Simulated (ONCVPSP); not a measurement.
# holmium (Ho): variants of one ONCV potential

Base potential:

```
Element                 : Ho
Generator               : ONCVPSP 4.0.1
Type                    : optimised norm-conserving Vanderbilt (ONCV)
Functional              : PBE
Relativity              : scalar-relativistic
Frozen core             : [Kr] 4d10 4f10
Valence charge          : 11
Reference configuration : 5s2 5p6 5d1 6s2
Partial waves           : 5s+6s: rc 1.85 bohr, ncon 4, nbas 7, qcut 8 1/bohr, 2 projectors; 5p: rc 1.55 bohr, ncon 4, nbas 7, qcut 5.3 1/bohr, 1 projector; 5d: rc 2.10 bohr, ncon 5, nbas 10, qcut 5.2 1/bohr, 2 projectors, debl 0.6 Ha
Local potential         : polynomial inside 1.35 bohr (lpopt 5, dvloc0 0 Ha)
Core correction         : none
```

All-electron outer shells of the reference configuration (PBE, scalar-relativistic, ld1.x):

| shell | level (eV) | outermost node (bohr) | outermost maximum (bohr) |
| --- | --- | --- | --- |
| 5s | -54.41 | 0.61 | 1.13 |
| 5p | -29.13 | 0.66 | 1.28 |
| 4f | -9.36 | – | 0.52 |
| 6s | -4.34 | 1.52 | 3.26 |
| 5d | -2.20 | 0.74 | 1.91 |

Cutoffs, loose and tight: the cutoffs (Ha) at which the residual kinetic energy of the hardest occupied pseudo-wave falls to 1 and 0.1 mHa per electron. They do not see the model core or the augmentation charge, which bear on the density cutoff. Test errors are all-electron minus pseudo excitation energies from the reference, over the configurations 5s2 5p6 5d1 6s1; 5s2 5p6 5d1 6s0; 5s2 5p6 5d0 6s0; 5s2 5p6 5d2 6s0. A dash means not determined; rows that change the core or the reference have their own tests. The largest error is taken over the tests solved by every variant that gives reliable tests at all: 5s2 5p6 5d1 6s0; 5s2 5p6 5d1 6s1; 5s2 5p6 5d2 6s0.

| change | outcome | cutoff, loose | cutoff, tight | bound ghosts | GHOST(+) flags above zero | largest test error (meV) |
| --- | --- | --- | --- | --- | --- | --- |
| base | generated | 46 Ha | 61 Ha | none | s | +23 |
| p: qcut 7.7 | generated | 23 Ha | 27 Ha | none | s | +23 |
| d: debl 0.2 | generated | 46 Ha | 61 Ha | none | s | +23 |
| all radii scaled by about 0.92 (s 1.70, p 1.42, d 1.94 bohr); local potential polynomial inside 1.24 bohr (lpopt 5, dvloc0 0 Ha) | failed: ERROR pspot: first pseudo wave function has node, program will stop | – | – | – | – | – |
| s: nbas 8 | generated | 46 Ha | 61 Ha | none | s | +23 |
| local potential polynomial inside 1.35 bohr (lpopt 5, dvloc0 3.5 Ha) | generated | 46 Ha | 61 Ha | none | s | +23 |
| p: nproj 2 | generated | 46 Ha | 61 Ha | none | s | +23 |

(1) What comes out with this change to the base: reference 5s2 5p6 5d1; waves 5s: rc 1.85 bohr, ncon 4, nbas 7, qcut 8 1/bohr, 2 projectors, debl 3.4 Ha; 5d: rc 1.55 bohr, ncon 5, nbas 10, qcut 7 1/bohr, 2 projectors, debl 0.6 Ha?

(2) What comes out with this change to the base: p: qcut 4?

## Answers

(1) outcome: generated; cutoff, loose: 46 Ha; cutoff, tight: 61 Ha; bound ghosts: none; GHOST(+) flags above zero: s; largest test error (meV): +75.

(2) outcome: generated; cutoff, loose: 52 Ha; cutoff, tight: 63 Ha; bound ghosts: none; GHOST(+) flags above zero: s; largest test error (meV): +23.
